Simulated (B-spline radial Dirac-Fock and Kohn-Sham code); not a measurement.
## Relative photoemission cross sections at 600 eV: 3s, 3p1/2, 3p3/2, Al to Tc

Level of theory: a relativistic central-field model (Hartree-Slater potential of the initial state, Latter tail, multipole expansion of the photon field, Dirac-Fock thresholds); a radial atomic solver. Cross sections are relative to C 1s, computed as 175.8 kb at this energy; β is from the dipole term. Free atoms in their tabulated ground configurations, whose changes along a row show as steps; without correlation, outer binding energies come out low.

| Z | element | σ 3s | σ 3p1/2 | σ 3p3/2 | β 3p3/2 | binding 3p3/2 (eV) |
| --- | --- | --- | --- | --- | --- | --- |
| 13 | Al | 0.0303 | 0.00166 | 0.00328 | 1.33 | 5.48 |
| 14 | Si | 0.0433 | 0.00598 | 0.0118 | 1.38 | 7.09 |
| 18 | Ar | 0.109 | 0.0749 | 0.147 | 1.52 | 14.69 |
| 20 | Ca | 0.164 | 0.141 | 0.277 | 1.57 | 33.62 |
| 21 | Sc | 0.189 | 0.173 | 0.341 | 1.59 | 39.27 |
| 22 | Ti | 0.213 | 0.208 | 0.409 | 1.60 | 44.95 |
| 23 | V | 0.238 | 0.244 | 0.481 | 1.61 | 50.75 |
| 25 | Mn | 0.286 | 0.319 | 0.628 | 1.63 | 62.88 |
| 26 | Fe | 0.310 | 0.357 | 0.704 | 1.63 | 69.25 |
| 27 | Co | 0.332 | 0.395 | 0.778 | 1.63 | 75.85 |
| 28 | Ni | 0.355 | 0.431 | 0.851 | 1.63 | 82.67 |
| 30 | Zn | 0.397 | 0.500 | 0.991 | 1.62 | 97.05 |
| 31 | Ga | 0.423 | 0.542 | 1.08 | 1.61 | 114.2 |
| 32 | Ge | 0.451 | 0.583 | 1.16 | 1.60 | 132.5 |
| 36 | Kr | 0.566 | 0.747 | 1.53 | 1.52 | 217.0 |
| 38 | Sr | 0.621 | 0.819 | 1.70 | 1.45 | 280.7 |
| 40 | Zr | 0.670 | 0.875 | 1.85 | 1.34 | 342.6 |
| 43 | Tc | 0.725 | 0.923 | 2.04 | 1.06 | 441.8 |
